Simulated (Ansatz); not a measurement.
Input file for F2GeH2 (`[F][GeH2][F]`):

```yaml
crystal:
  periodic: [false, false, false]
  atoms:
    - {symbol: F, position_ang: [-0.572571, 0.228493, 1.525849]}
    - {symbol: Ge, position_ang: [0.103008, -0.071258, -0.032167]}
    - {symbol: F, position_ang: [-0.974542, 0.694212, -1.139690]}
    - {symbol: H, position_ang: [0.047339, -1.576181, -0.286710]}
    - {symbol: H, position_ang: [1.446566, 0.651034, -0.108582]}
basis:
  gaussian: {orbitals: def2-SVP}
correlation: {method: ccsd_t}
```

```sh
$ ansatz run in.yaml --threads 2 --pin off --events-out ev --progress --plain
```

Log, shortened:

```
Functional definition: HF
672 factors; integrals over basis functions are off by at most 1.4e-3 eV
mean field evaluation 1: about -61904.7592 eV, gradient 3.6e1 eV
mean field evaluation 2: about -61904.7822 eV, gradient 3.6e1 eV
mean field evaluation 4: about -61907.2193 eV, gradient 1.8e0 eV
mean field evaluation 8: about -61907.2335 eV, gradient 1.6e-1 eV
mean field evaluation 16: about -61907.1967 eV, gradient 4.8e-1 eV
mean field -61907.23353356 eV, -2275.0488701281 hartree, gradient 4.3e-6 eV, S^2 0.000000; 0 other end points of the search recorded, 0 dependent functions left out
11 core orbitals not correlated: weight in the atoms' cores, before any rotation towards them, 1.000 or more for the frozen orbitals, at most 0.000 for the correlated occupied ones
reference -61907.23353356 eV, -2275.0488701281 hartree; 15, 15 occupied and 44, 44 virtual orbitals, 672 factors
second order -16.42918983 eV of doubles, -0.00000000 eV of singles
cycle   1  -16.09283999 eV  change    3.4e-1 eV  update   9.8e-2
cycle   2  -16.51214511 eV  change   -4.2e-1 eV  update   2.8e-2
cycle   3  -16.60673923 eV  change   -9.5e-2 eV  update   1.4e-2
cycle   4  -16.59655195 eV  change    1.0e-2 eV  update   2.7e-3
cycle   5  -16.59486954 eV  change    1.7e-3 eV  update   1.2e-3
cycle   6  -16.59534278 eV  change   -4.7e-4 eV  update   3.0e-4
cycle   7  -16.59522520 eV  change    1.2e-4 eV  update   1.1e-4
cycle   8  -16.59516987 eV  change    5.5e-5 eV  update   2.8e-5
cycle   9  -16.59517549 eV  change   -5.6e-6 eV  update   1.1e-5
perturbative correction -0.30802093 eV, -0.0113195605 hartree
Total energy: -61924.13672998 eV, -2275.6700511393 hartree
```

It took 1.3 s on 2 threads of a server CPU on a shared host, with 0.17 GiB of host memory at the peak.

The correlation energy is -16.903 eV, 1.8 % of it from (T); the T1 diagnostic reads 0.0119.
